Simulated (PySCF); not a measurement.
**Static response to an electric field**

Compound: C6H2F4.
Cartesian coordinates in Å at the GFN2-xTB level; atoms count from 1:
```
atom  x, y, z in Å
F1    -0.6057    2.6573    0.0322
C2    -0.3079    1.3534    0.0153
C3     1.0220    0.9707    0.0200
C4     1.3157   -0.3813    0.0018
F5     2.5920   -0.7734    0.0073
C6     0.3048   -1.3384   -0.0213
F7     0.6013   -2.6412   -0.0406
C8    -1.0207   -0.9128   -0.0232
F9    -2.0016   -1.8186   -0.0432
C10   -1.3411    0.4329   -0.0050
H11    1.8135    1.7017    0.0367
H12   -2.3711    0.7490   -0.0060
```

Level: CAM-B3LYP/def2-SVPD (PySCF), static field, nuclei fixed, core orbitals frozen in the response. The polarisability tensor in these axes (au):

```
x   81.57 -0.38  0.29
y   -0.38 83.14  0.63
z    0.29  0.63 41.25
```

Task: What are the eigenvalues, a third of the trace, and Δα (Δα² = ½Σ(αi − αj)² over the three pairs)?

Result: Principal values 41.23, 81.48 and 83.23 au; mean 68.65 au = 10.17 Å³ = 11.32 × 10⁻⁴⁰ C²·m²/J; Δα = 41.15 au (60 % of the mean).

Task: What is the dipole moment, and where does it point?

Result: (-0.34, 1.50, 0.02) D, 1.54 D in size, pointing from the negative to the positive side. Measured along this direction, the outermost atoms are F7 at the negative end and F1 at the positive end.

Task: In a dilute gas of rigid molecules at 298 K, how does the orientational term μ²/3kT compare with the electronic polarisability?

Result: In Gaussian units μ²/3kT = 19.17 Å³ against 10.17 Å³, a ratio of 1.88; the Debye molar polarisation (4π/3)N_A(α + μ²/3kT) is 74.0 cm³/mol, leaving out the vibrational part.

Task: Along which axes do the principal values lie, and how far do the nuclei extend along each?

Result: Largest value along (-0.22, 0.98, 0.01), where the nuclei span 5.43 Å; middle along (0.98, 0.22, 0.01), 4.71 Å; least along (-0.01, -0.02, 1.00), 0.01 Å. The response follows the extents in order.

Task: Estimate the molar refractivity from the static electronic polarisability.

Result: Lorentz–Lorenz: R = (4π/3)N_A α = 2.5225 cm³/(mol·Å³) × 10.17 Å³ = 25.7 cm³/mol, in the limit of long wavelengths.

Isolated species at its GFN2-xTB geometry, gas phase.
